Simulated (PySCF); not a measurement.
C6H9O2 (doublet state).
Geometry (GFN2-xTB, Å), atoms numbered from 1 in this order:
```
atom  x, y, z in Å
C1    -0.9437   -1.7572   -0.3683
C2    -0.8229   -0.5278    0.0939
C3    -1.6859    0.7001    0.0268
C4    -0.4583    1.5430    0.4131
C5     0.3522    0.2414    0.6832
C6     1.6595    0.0997    0.0055
O7     2.6947   -0.4377    0.7310
O8     1.7266   -0.1782   -1.3445
H9    -1.8485   -2.0951   -0.8469
H10   -0.1544   -2.4825   -0.2581
H11   -2.4765    0.7074    0.7764
H12   -2.1306    0.9123   -0.9454
H13   -0.5808    2.1937    1.2745
H14   -0.0530    2.1188   -0.4163
H15    0.5072    0.0531    1.7458
H16    3.3681   -0.7303    0.1054
H17    0.8392   -0.3488   -1.6860
```

The hyperfine couplings belong to this conformer and change with its torsions.

Identity: `C=C1CC[C@@H]1[C](O)O` [radical].

Method used: UKS B3LYP, pcH-1 on C H O, non-relativistic, mean-field spin-orbit, GIAO in PySCF 2.14.0. One conformer (not necessarily the lowest) at the GFN2-xTB geometry, without solvent, vibrations or thermal averaging. The geometry wasn't refined by DFT: couplings that depend on bond lengths, twists or pyramidal angles can differ widely from those at the functional's own minimum. The SCF solution wasn't tested for stability.

Q: Match the computed a_iso(13C) values +254.0, +57.8, +55.2, +2.8, -1.7, +0.5 MHz with the sites C1; C2; C3; C4; C5; C6.

A: 
```tsv
site	a_iso (MHz)	ρ(0) (bohr⁻³)	position	distance from C6 (Å)	spin population	largest |T| (MHz)
C1	+0.5	+0.0005	3 bonds from C6	3.22	+0.01	1.0
C2	+55.2	+0.0491	2 bonds from C6	2.56	+0.05	9.5
C3	-1.7	-0.0015	3 bonds from C6	3.40	+0.01	1.1
C4	+57.8	+0.0514	2 bonds from C6	2.60	+0.03	6.6
C5	+2.8	+0.0025	1 bond from C6	1.48	-0.06	5.3
C6	+254.0	+0.2259	largest spin population	0.00	+0.78	146.0
```

ρ(0) is the spin density at the nucleus and T the dipolar tensor; entries for several nuclei are means. The largest Mulliken spin populations are on C6 (+0.78) and O7 (+0.10). No atom but C6 exceeds +0.15. The angles at C6 add up to 351.8°, so it is slightly pyramidal.

Class means assume fast exchange of nuclei equivalent by connectivity; if that motion is slow, each nucleus keeps its own coupling. The 1H value of +6.5 MHz is a mean of couplings from -10.9 to 23.9 MHz in this one geometry, not an average over conformers. The 17O value of -47.3 MHz is a mean of couplings from -60.3 to -34.3 MHz in this one geometry, not an average over conformers.

Time: 87 s of wall time (with the writing of density and orbital grids); peak memory 0.97 GiB. Hardware: Arm Neoverse V2, one thread, no GPU, on a shared host.
